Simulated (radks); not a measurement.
Values are calculated unless marked as measured or tabulated.
All-electron atom: the caesium ion Cs+ in [Xe].

Level of theory: Dirac Kohn-Sham, PBE, spin-unpolarised, spherical densities, finite nucleus; Fermi nuclear charge, rms radius 4.8041 fm (a radial shooting solver on a logarithmic mesh with Libxc functionals).

Energy parts (Ry):
total: -15579.6732
kinetic: 16589.8336
electron-nucleus: -37863.0619
Hartree: 6078.6962
exchange-correlation: -385.1411

Orbitals (lengths in bohr, moments of r in powers of bohr; r(max) is where P^2 peaks; r(90%) holds 90 % of the orbital's charge):
orbital,occ.,eigenvalue (Ry),<1/r>,r(max),r(90%)
1s1/2,2,-2629.322,59.40,0.01678,0.0470
2s1/2,2,-412.6132,13.92,0.09503,0.173
2p1/2,2,-388.2064,13.90,0.07270,0.154
2p3/2,4,-362.3154,12.73,0.07768,0.162
3s1/2,2,-86.08709,4.989,0.2727,0.439
3p1/2,2,-75.88981,4.901,0.2592,0.434
3p3/2,4,-70.92811,4.611,0.2702,0.451
3d3/2,4,-53.00878,4.470,0.2186,0.426
3d5/2,6,-51.95544,4.396,0.2217,0.431
4s1/2,2,-16.55691,2.034,0.6430,1.000
4p1/2,2,-12.89733,1.927,0.6568,1.05
4p3/2,4,-11.88536,1.833,0.6810,1.09
4d3/2,4,-5.93526,1.599,0.7163,1.26
4d5/2,6,-5.76733,1.575,0.7245,1.27
5s1/2,2,-2.34451,0.7571,1.545,2.52
5p1/2,2,-1.45556,0.6490,1.729,2.96
5p3/2,4,-1.33445,0.6166,1.803,3.10

The highest occupied level is 5p3/2 at -18.156 eV. The electron density at the nucleus is 2.962e+05 e/bohr^3.
